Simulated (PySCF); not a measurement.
## Does the structure fit the spectrum?

A compound C$_{5}$H$_{2}$FN$_{3}$ gives the data below (simulated from a calculation) and was assigned the structure `N#Cc1cc(F)cnn1`.

13C{1H} NMR (computed): δ 173.1 (C), 157.0 (CH), 149.1 (C), 100.8 (CH), 83.1 (C).

1H NMR (400 MHz, computed): δ 9.57 (s, 1H), 3.46 (s, 1H).

- shieldings: GIAO PBE0/pcSseg-1
- GFN2-xTB geometry
- code: PySCF 2.14
- gas phase, a single conformation, no relativistic terms

Shifts are taken against calculated references (same method and geometry level): 1H (σref 31.72) and 13C (σref 186.93) against TMS.

Problem. Compare with the shifts computed for the proposed structure, pairing carbons in order of shift.

Solution. Mapped SMILES: `[N:1]#[C:2][c:3]1[cH:4][c:5]([F:6])[cH:7][n:8][n:9]1`; H(Xn) means a hydrogen on atom n.

```json
{"atom": "C5", "computed for proposal": "171.1", "given list": "173.1", "difference": "-2.0"}
{"atom": "C7", "computed for proposal": "146.7", "given list": "157.0", "difference": "-10.3"}
{"atom": "C3", "computed for proposal": "144.2", "given list": "149.1", "difference": "-4.9"}
{"atom": "C4", "computed for proposal": "125.2", "given list": "100.8", "difference": "+24.4"}
{"atom": "C2", "computed for proposal": "121.2", "given list": "83.1", "difference": "+38.1"}
```

The rms difference is 20.9 ppm and the largest +38.1 ppm at C2 (nitrile carbon). The proposal doesn't fit.

Problem. Which isomer fits?

Solution. `C#Cc1cnnc(F)n1`.

Carbon types of the structure: 3 × C, 2 × CH, which accounts for all hydrogens. δC 173.1: aromatic carbon bearing fluorine; the electronegative substituent deshields the carbon that carries it. δC 157.0: aromatic CH next to a ring nitrogen; the adjacent pyridine-type nitrogen withdraws density from it. δC 83.1: alkyne carbon; the triple bond shields along its axis, which puts it between sp3 and sp2 carbons. δH 9.57: hydrogen on an aromatic CH next to a ring nitrogen; ring current plus the neighbouring ring nitrogen.

Other isomers checked: N#CC(C#N)(C#N)CF (rms 45.5 ppm).

This is the structure that produced the data.

Splittings by 19F in the carbon and heteronuclear signals aren't shown, as no couplings were computed. Shifts are as computed. Against solution values, carbons near 30 ppm lie about +3 ppm off and those near 130 ppm about +5 ppm. Of 1211 compounds with measured shifts, 218 miss one by over three times the rms of a fit or turn the order of signals round; such compounds aren't used in these exercises. No couplings were computed; multiplicities are counted from neighbouring protons, with m where these are inequivalent, close in shift, in a saturated or five-membered ring or joined by F or P, and br s for small geminal =CH2 splittings.
